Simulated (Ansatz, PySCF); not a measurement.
Breaking a bond: SMILES N[SiH3] (H₅NSi). The N2–H7 bond (N2 also carries H, Si; H7 carries nothing else) is pulled apart rigidly from the PBE0/def2-TZVP optimised geometry.

Levels: UHF/cc-pVTZ (Ansatz, a quantum-chemistry and plane-wave program); RHF/cc-pVTZ (Ansatz); UKS-PBE = unrestricted PBE/cc-pVTZ (Ansatz); RKS-PBE = restricted PBE/cc-pVTZ run with Ansatz; UKS-B3LYP = unrestricted B3LYP/cc-pVTZ (Ansatz); RKS-B3LYP = restricted B3LYP/cc-pVTZ run with Ansatz; UKS-B3LYP/6-31G* = unrestricted B3LYP/6-31G*, spherical d (PySCF 2.14.0); RKS-B3LYP/6-31G* = restricted B3LYP/6-31G*, spherical d (PySCF); UKS-BP86/6-31G* = PySCF with unrestricted BP86/6-31G*, spherical d; RKS-BP86/6-31G* = restricted BP86/6-31G*, spherical d (PySCF); UKS-M06-2X/6-31G* = PySCF 2.14.0 with unrestricted M06-2X/6-31G*, spherical d; RKS-M06-2X/6-31G* = restricted M06-2X/6-31G*, spherical d in PySCF; UKS-B3LYP/6-311+G** = unrestricted B3LYP/6-311+G**, spherical d (PySCF); RKS-B3LYP/6-311+G** = restricted B3LYP/6-311+G**, spherical d run with PySCF 2.14.0.

Scanned distances (Å): 0.80, 0.86, 0.92, 0.95, 0.98, 1.01, 1.04, 1.07, 1.11, 1.18, 1.25, 1.37, 1.51, 1.65, 1.84, 2.03, 2.23, 2.50, 2.66, 3.05, 3.51.

Question: Where does the unrestricted solution first break spin symmetry (<S²> of 0.01 or more)?

Answer: UHF: between 1.37 and 1.51 Å; UKS-PBE: between 1.84 and 2.03 Å; UKS-B3LYP: between 1.65 and 1.84 Å; UKS-B3LYP/6-31G*: between 1.65 and 1.84 Å; UKS-BP86/6-31G*: between 1.84 and 2.03 Å; UKS-M06-2X/6-31G*: between 1.65 and 1.84 Å; UKS-B3LYP/6-311+G**: between 1.65 and 1.84 Å.

```csv
R / Å,<S²> UHF,E(RHF) − E(UHF) / kcal/mol,<S²> UKS-PBE,E(RKS-PBE) − E(UKS-PBE) / kcal/mol,<S²> UKS-B3LYP,E(RKS-B3LYP) − E(UKS-B3LYP) / kcal/mol,<S²> UKS-B3LYP/6-31G*,E(RKS-B3LYP/6-31G*) − E(UKS-B3LYP/6-31G*) / kcal/mol,<S²> UKS-BP86/6-31G*,E(RKS-BP86/6-31G*) − E(UKS-BP86/6-31G*) / kcal/mol,<S²> UKS-M06-2X/6-31G*,E(RKS-M06-2X/6-31G*) − E(UKS-M06-2X/6-31G*) / kcal/mol,<S²> UKS-B3LYP/6-311+G**,E(RKS-B3LYP/6-311+G**) − E(UKS-B3LYP/6-311+G**) / kcal/mol
0.80,0.00,0.0,0.00,0.0,0.00,0.0,0.00,0.0,0.00,0.0,0.00,0.0,0.00,0.0
0.86,0.00,0.0,0.00,0.0,0.00,0.0,0.00,0.0,0.00,0.0,0.00,0.0,0.00,0.0
0.92,0.00,0.0,0.00,0.0,0.00,0.0,0.00,0.0,0.00,0.0,0.00,0.0,0.00,0.0
0.95,0.00,0.0,0.00,0.0,0.00,0.0,0.00,0.0,0.00,0.0,0.00,0.0,0.00,0.0
0.98,0.00,0.0,0.00,0.0,0.00,0.0,0.00,0.0,0.00,0.0,0.00,0.0,0.00,0.0
1.01,0.00,0.0,0.00,0.0,0.00,0.0,0.00,0.0,0.00,0.0,0.00,0.0,0.00,0.0
1.04,0.00,0.0,0.00,0.0,0.00,0.0,0.00,0.0,0.00,0.0,0.00,0.0,0.00,0.0
1.07,0.00,0.0,0.00,0.0,0.00,0.0,0.00,0.0,0.00,0.0,0.00,0.0,0.00,0.0
1.11,0.00,0.0,0.00,0.0,0.00,0.0,0.00,0.0,0.00,0.0,0.00,0.0,0.00,0.0
1.18,0.00,0.0,0.00,0.0,0.00,0.0,0.00,0.0,0.00,0.0,0.00,0.0,0.00,0.0
1.25,0.00,0.0,0.00,0.0,0.00,0.0,0.00,0.0,0.00,0.0,0.00,0.0,0.00,0.0
1.37,0.00,0.0,0.00,0.0,0.00,0.0,0.00,0.0,0.00,0.0,0.00,0.0,0.00,0.0
1.51,0.06,0.1,0.00,0.0,0.00,0.0,0.00,0.0,0.00,0.0,0.00,0.0,0.00,0.0
1.65,0.45,5.9,0.00,0.0,0.00,0.0,0.00,0.0,0.00,0.0,0.00,0.0,0.00,0.0
1.84,0.76,22.2,0.00,0.0,0.15,0.3,0.16,0.4,0.00,0.0,0.01,0.0,0.13,0.3
2.03,0.91,41.5,0.42,1.9,0.55,5.2,0.56,5.4,0.35,1.3,0.64,6.2,0.54,4.9
2.23,0.97,60.9,0.73,7.8,0.80,13.6,0.80,14.0,0.68,6.3,0.86,18.2,0.79,13.1
2.50,0.99,82.6,0.90,16.7,0.93,24.9,0.93,25.7,0.88,14.5,0.96,34.4,0.93,24.4
2.66,1.00,93.0,0.94,21.1,0.96,30.5,0.96,31.5,0.93,18.7,0.98,42.4,0.96,30.0
3.05,1.01,112.2,0.99,28.8,0.99,40.3,0.99,41.7,0.98,26.1,0.00,—,0.99,39.8
3.51,1.01,126.8,1.00,33.6,1.00,46.9,1.00,48.7,1.00,30.9,0.00,—,1.00,46.4
```

A dash means that the run gave no value there, or that the column was ended at a point which the program doubted or which failed a test of continuity chosen for this set; such a test can also cut sound points.
